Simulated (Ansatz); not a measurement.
Pb₂Se₃ (the lowest singlet isomer of a short search) was relaxed with PBE-D4 (def2-SVP) in Ansatz in these states: charge +1 doublet, neutral quintet, neutral singlet, neutral triplet. The geometries follow in no particular order.

In the def2 sets Pb takes a core potential; there is no spin–orbit coupling.

A:

Cartesian coordinates in Å:
```
Pb 1.028 1.465 0.619
Pb -1.388 -1.247 -0.326
Se 1.328 -0.807 -1.080
Se 0.139 -0.816 1.989
Se -1.107 1.405 -1.201
```

B:

```xyz
5

Pb    0.464    1.688    1.516
Pb   -0.469   -1.608   -1.498
Se    0.050    1.099   -1.479
Se    1.474   -0.868    0.551
Se   -1.519   -0.311    0.911
```

C:

Cartesian coordinates in Å:
```
Pb -0.2065 0.6371 -1.9020
Pb -0.2692 -0.2110 1.9873
Se 0.2757 -1.8206 -0.3926
Se 1.8795 -0.1096 0.0064
Se -1.6795 1.5040 0.3009
```

D:

```xyz
5

Pb   -0.7253    0.9785    1.3843
Pb    0.3453   -1.5057   -1.0067
Se   -0.1824    1.3321   -1.4657
Se    1.7786    0.8822   -0.1202
Se   -1.2163   -1.6871    1.2083
```

Task: Judge from the bond lengths which geometry belongs to which state (an estimate).

Result: A is the neutral triplet (Se3–Se4 3.291 Å, Pb1–Se3 2.853 Å, Pb2–Se5 2.806 Å); B is the neutral quintet (Se3–Se4 3.165 Å, Pb1–Se3 3.081 Å, Pb2–Se5 2.931 Å); C is the charge +1 doublet (Se3–Se4 2.379 Å, Pb1–Se3 2.924 Å, Pb2–Se5 2.788 Å); D is the neutral singlet (Se3–Se4 2.420 Å, Pb1–Se3 2.923 Å, Pb2–Se5 2.716 Å).

At PBE0-D4/def2-TZVP a singlet lies 1.20 eV below the neutral triplet. At PBE0-D4/def2-TZVP a singlet lies 3.66 eV below the neutral quintet. These are the stationary points nearest to one start from a short search; other shapes may lie lower in each state.
